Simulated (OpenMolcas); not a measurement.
Tc⁴⁺: effect of the basis set

```
Program             : OpenMolcas 26.06
Method              : SS-RASPT2, IPEA 0.25 Eh, imaginary shift 0.1 Eh (closed shells correlated: 4s)
Active space        : 9 electrons in 8 orbitals (RAS1 4p, at most 2 holes; RAS2 4d)
State averaging     : 2S+1 = 4 even, 10 roots; 2S+1 = 2 even, 40 roots
Spin-orbit coupling : state interaction with AMFI integrals over the reference wave functions, term energies averaged over their components
```

A. ANO-R2 [7s5p4d2f1g], X2C, finite nucleus; CASPT2 step about 25 core-seconds
B. ANO-RCC-VTZP [7s6p4d2f1g], DKH2, point nucleus; CASPT2 step of the order of 40 core-seconds
C. ANO-RCC-VQZP [8s7p5d3f2g1h], DKH2, point nucleus; CASPT2 step about 40 core-seconds

Energies in cm-1 above 4d3 4F 3/2.

```tsv
Level	A	B	C
4d3 4F 3/2	0.0	0.0	0.0
4d3 4F 5/2	1107	1111	1077
4d3 4F 7/2	2470	2480	2410
4d3 4F 9/2	3980	3990	3880
4d3 4P 3/2	12130	12060	12200
4d3 4P 1/2	12180	12120	12260
4d3 4P 5/2	13930	13870	13970
4d3 2G 7/2	14130	14080	13930
4d3 2G 9/2	15000	14940	14780
4d3 2P 1/2	17550	17500	17480
4d3 2H 9/2	19450	19400	19170
4d3 2H 11/2	19760	19700	19480
4d3 2D 5/2(1)	20900	20840	20800
4d3 2F 7/2	29540	29420	29370
4d3 2F 5/2	29970	29850	29800
4d3 2D 5/2(2)	46100	45960	46050
4d3 2D 3/2(2)	46710	46570	46650
```

Among A to C the level of the table that moves most is 4d3 2H 9/2, by 280 cm-1 (lowest in C, highest in A). Moves below CASPT2's spread within the term are not significant.

CASPT2 does not keep the components of a term degenerate, so their means are used; among the terms shown or strongly mixed into the levels shown the widest spread is 300 cm-1 (4d3 4F, C). Active for correlation alone: 4p; no level in the range computed is led by a configuration that opens it, so any true level of that kind is missing. Only configurations of the active space appear. The table leaves out levels that lie high or whose names do not pair safely across all columns.

A number in round brackets counts repeated terms of one configuration in the order of the reference energies.
